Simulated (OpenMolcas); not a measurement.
# Ag2+: moving or changing the point charges

Ag2+ among 6 point charges of -1.5 e arranged as a trigonal antiprism (D3d), 2.05 Å from the ion, with a polar angle of 50.9° against the regular 54.74°.

- Program: OpenMolcas 26.06
- Method: SS-CASPT2, IPEA 0.25 Eh, imaginary shift 0.1 Eh (closed shells correlated: 4s 4p)
- Basis: ANO-RCC-VDZP [6s5p3d1f]
- Scalar Hamiltonian: DKH2, point nucleus
- Active space: 9 electrons in 5 orbitals (4d)
- State averaging: 2S+1 = 2 even, 5 roots
- Spin-orbit coupling: state interaction with AMFI integrals over the reference wave functions

Runs around this geometry, states (labels of D3, the rotations of D3d). Energies in cm-1 above the lowest state or level, χT in cm3 K/mol.

| R (Å) | q (e) | Polar angle / regular | Ground state | First state of that spin | First gap with spin-orbit (degeneracies) | χT at 300 K |
| --- | --- | --- | --- | --- | --- | --- |
| 2.05 | -1.5 | 0.86 | 2E | 2A1 4010 | 710 (2, 2) | 0.778 |
| 2.05 | -0.75 | 0.93 | 2E | 2A1 2360 | 320 (2, 2) | 1.022 |
| 1.9 | -1.5 | 0.93 | 2E | 2E 8350 | 710 (2, 2) | 0.579 |
| 2.05 | -1.5 | 0.93 | 2E | 2A1 4750 | 570 (2, 2) | 0.763 |
| 2.22 | -1.5 | 0.93 | 2E | 2A1 3210 | 440 (2, 2) | 0.898 |

Scaling the charges by -0.75 / -1.5 = 0.50 scales the first state of the same spin by 2360 / 4750 = 0.50; with fixed orbitals a first-order splitting would follow the charge.

Roots that are degenerate in the reference are averaged as groups; the widest CASPT2 spread within a group is 72 cm-1 (the 2-fold group of multiplicity 2 near 0 cm-1 above the lowest state of its run, R = 2.05, q = -1.5, ratio = 0.86). Shifts and gaps below about the spread of the groups concerned are not significant. An orbital doublet at a regular site is open to a Jahn-Teller distortion, which this geometry leaves out. Free-ion shares, where given, are those of the reference states; single-state CASPT2 does not remix them. The ground term spreads over less than 5000 cm-1, several times less than with real ligands, so orbital moments are less quenched and χT lies further from the spin-only value than at real sites (holds for R = 2.05, q = -0.75, ratio = 0.93). Point charges carry no covalency, so the field is a model and not that of real ligands. No measured value stands beside these numbers.
